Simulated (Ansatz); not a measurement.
`C=C(F)[SiH](O)F` → `C=C(O)F` + `F[SiH]` at 298.15 K and 1 bar (silylene formation by 1,1-elimination).

Gas-phase electronic energies from Ansatz, PBE0-D4/def2-TZVP geometries. CCSD(T)/CBS is the MP2 limit (def2-TZVPP, def2-QZVPP) plus CCSD(T) − MP2 in def2-TZVPP, frozen cores. This one scheme is used for every species. One conformer a species, not always the lowest.

```tsv
species	CCSD(T)/CBS energy (Eh)	H − E (kJ/mol)	S (J/(mol·K))
`C=C(F)[SiH](O)F`	-642.44394	182.2	354.5
`C=C(O)F`	-252.84296	141.8	284.3
`F[SiH]`	-389.46371	32.3	239.1
```

H − E and S are ideal-gas, rigid-rotor, harmonic terms from PBE0-D4/def2-TZVP, for one conformer and one mirror image of each species. 1 Eh = 2625.50 kJ/mol, R = 8.31446 J/(mol·K).

**Question.** By hand: ΔE, ΔH, ΔS and ΔG.

**Answer.** ΔE = (-252.84296) + (-389.46371) − (-642.44394) = 0.13727 Eh = 360.4 kJ/mol. Δ(H − E) = 141.8 + 32.3 − 182.2 = -8.1, so ΔH = 352.3 kJ/mol. ΔS = 284.3 + 239.1 − 354.5 = 168.9 J/(mol·K). ΔG = 352.3 − 298.15 × (168.9)/1000 = 301.9 kJ/mol.

**Question.** By hand: the equilibrium constant, and the temperature at which ΔG would vanish if ΔH and ΔS stayed fixed.

**Answer.** log₁₀ K = −ΔG/(RT ln 10) = -52.9. ΔG = 0 at ΔH/ΔS = 2086 K.

The number of gas molecules changes by +1, which sets the sign of ΔS. A doubt of 5 kJ/mol in ΔE shifts log₁₀ K by 0.9 here. Other conformers and mirror images would add mixing entropy, several J/(mol·K) or more a flexible species. Modes under 60 cm⁻¹, often nearly free rotors, make the harmonic entropy too high. These are equilibria of isolated gas molecules and say nothing of rates. Largest T1 diagnostic: 0.015 (customary marks: 0.02 for closed shells, 0.045 for open ones).
